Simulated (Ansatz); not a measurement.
`[SiH3][GeH][Cl]` radical. Charge 0, multiplicity 2.

Z-matrix (Å, degrees):
```
Si
Ge 1 2.391
H 1 1.486 2 107.8
H 1 1.483 2 107.7 3 118.7
H 1 1.487 2 111.3 3 -120.6
Cl 2 2.169 1 107.4 3 179.6
H 2 1.550 1 116.1 3 62.6
```

Task: What are the harmonic wavenumbers in cm⁻¹ at PBE0-D4/def2-TZVP (Ansatz, finite differences of forces, unscaled)? (An estimate is asked.)

Result: Ansatz gave: 86, 94, 329, 383, 415, 501, 562, 674, 856, 928, 934, 2077, 2217, 2235, 2250.

Task: Is this a minimum?

Result: Yes, all 15 modes are real.

Task: Give the ideal-gas thermochemistry at 298.15 K and 1 bar (rigid rotor, harmonic oscillator; point group C1, symmetry number 1).

Result: Zero-point energy 87.0 kJ/mol; H(298) − E = 105.3 kJ/mol; entropy 341.2 J/(mol·K), of which translation 170.5, rotation 112.8, vibration 52.1, electronic 5.8; G(298) − E = 3.6 kJ/mol. Modes under 100 cm⁻¹ are hindered rotations or soft bends, so the harmonic entropy is rough.

Task: And at 400, 500, 600, 800 and 1000 K?

Result: 
```
T (K)  H − E (kJ/mol)  S (J/mol/K)  G − E (kJ/mol)
  400           115.0        369.0           -32.6
  500           125.5        392.4           -70.7
  600           136.8        413.0          -111.0
  800           161.2        448.0          -197.2
 1000           187.4        477.2          -289.8
```

Task: Rotational constants (cm⁻¹)?

Result: 0.2303, 0.07178, 0.05636.
